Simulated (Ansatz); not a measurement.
Harmonic frequencies (cm⁻¹) at PBE0-D4/def2-TZVP from Ansatz: 138, 181, 394, 574, 987, 1028, 1132, 1175, 1223, 1249, 1313, 1436, 1471, 1483, 1503, 1517, 3010, 3021, 3098, 3125, 3158.

Each molecule was computed in one conformer, which needn't be the lowest.

Problem. Which molecule is it?
A. `CC(O)F`
B. `COCF`
C. `F/C=C(\F)CF`
D. `F/C=C(\F)C(F)(F)F`

Solution. B.
